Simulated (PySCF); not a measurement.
**Computed properties of ClFH5NSi2, SMILES Cl[Si@H](N)[SiH2]F**

ClFH5NSi2, SMILES N[Si@@H](Cl)[SiH2]F. Geometry optimised at r2SCAN-D4/def2-SVP. The structure was generated by enumeration; whether it is a known compound was not checked. The values are those of a single conformer. All values are computed for the isolated molecule unless a solvent is named; none is compared with measurement here.

**Structure.** All 24 harmonic modes at r2SCAN-D4/def2-SVP (PySCF) are real, so it is a minimum. With heavy atoms numbered as in [NH2:1][Si@@H:2]([Cl:3])[SiH2:4][F:5], the shortest bond between them is Si4–F5 at 1.634 Å and the longest Si2–Si4 at 2.335 Å.

**Vibrations.** The strongest infrared lines (harmonic, unscaled, degenerate partners summed) lie at 885 cm⁻¹ (184 km/mol, H 73 %, Si 12 %, N 10 %), 797 cm⁻¹ (149 km/mol, H 91 %), 412 cm⁻¹ (141 km/mol, H 67 %, N 24 %). The softest mode is at 61 cm⁻¹ and the zero-point energy is 35.8 kcal/mol.

**Electronic structure.** HF/def2-TZVP (PySCF) places the frontier levels at -11.01 and 2.58 eV, a gap of 13.59 eV, and gives a dipole moment of 1.78 D and a mean polarisability of 64.7 bohr³. PBE/def2-TZVP (PySCF) at the same geometry gives -6.67 and -1.53 eV, so its gap is 8.45 eV narrower. An orbital gap is neither the optical nor the fundamental gap.

**Excitations.** TDA-PBE0/def2-SVPD (PySCF) has S1 at 6.17 eV (201 nm, f = 0.024, weak); the most intense of the 10 singlets computed lies at 7.76 eV (f = 0.06). T1 (TDA) is at 5.40 eV, 0.77 eV under S1. TDA-PBE/def2-SVPD (PySCF) puts S1 at 5.47 eV. No vertical singlet excitation falls in the visible range (under 3.1 eV).

**NMR.** GIAO shifts at B3LYP/pcSseg-1 (PySCF) (non-relativistic, atoms alike by connectivity averaged): ¹H from 1.8 to 5.6 ppm against TMS; ²⁹Si from -14.0 to -10.9 ppm against TMS; ¹⁹F at -252.1 ppm against CFCl3. Without spin–orbit terms, shifts of atoms bonded to Cl or Br come out too high.

**Solvation.** SMD-PBE0/6-31G* (PySCF) gives -2.6 kcal/mol in water, -3.4 kcal/mol in toluene, -5.2 kcal/mol in tetrahydrofuran (1 M in both phases, gas-phase geometry); of these solvents tetrahydrofuran holds the molecule best.
